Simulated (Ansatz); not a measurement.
`F[Si](F)(S)Cl` + HI → `F[Si](F)(Cl)I` + H₂S at 600 K and 1 bar (ligand exchange at the Si–S bond).

Gas-phase electronic energies from Ansatz, PBE0-D4/def2-TZVP geometries. CCSD(T)/CBS is the MP2 limit (def2-TZVPP, def2-QZVPP) plus CCSD(T) − MP2 in def2-TZVPP, frozen cores. This one scheme is used for every species. def2 core potentials past Kr. For I outer-core shells are correlated without core-valence functions, which leaves a few kJ/mol of doubt a bond. One conformer a species, not always the lowest.

```
        species  CCSD(T)/CBS energy (Eh)  H − E (kJ/mol)  S (J/(mol·K))
`F[Si](F)(S)Cl`              -1347.04322            98.6          416.4
             HI               -298.03592            31.6          227.0
`F[Si](F)(Cl)I`              -1246.11308            70.6          414.8
            H₂S               -398.97279            60.8          230.9
```

H − E and S are ideal-gas, rigid-rotor, harmonic terms from PBE0-D4/def2-TZVP, for one conformer and one mirror image of each species. 1 Eh = 2625.50 kJ/mol, R = 8.31446 J/(mol·K).

Problem. By hand: ΔE, ΔH, ΔS and ΔG.

Solution. ΔE = (-1246.11308) + (-398.97279) − (-1347.04322) − (-298.03592) = -0.00673 Eh = -17.7 kJ/mol. Δ(H − E) = 70.6 + 60.8 − 98.6 − 31.6 = 1.2, so ΔH = -16.5 kJ/mol. ΔS = 414.8 + 230.9 − 416.4 − 227.0 = 2.3 J/(mol·K). ΔG = -16.5 − 600 × (2.3)/1000 = -17.9 kJ/mol.

Problem. By hand: the equilibrium constant, and the temperature at which ΔG would vanish if ΔH and ΔS stayed fixed.

Solution. log₁₀ K = −ΔG/(RT ln 10) = 1.6. ΔH and −TΔS have one sign here, so there is no such temperature.

The number of gas molecules stays the same, so ΔS is small and ΔH decides. A doubt of 5 kJ/mol in ΔE shifts log₁₀ K by 0.4 here. Other conformers and mirror images would add mixing entropy, several J/(mol·K) or more a flexible species. These are equilibria of isolated gas molecules and say nothing of rates. Largest T1 diagnostic: 0.011 (customary marks: 0.02 for closed shells, 0.045 for open ones).

ΔS is within the doubt of such terms, so its sign, and with it that verdict, could turn.
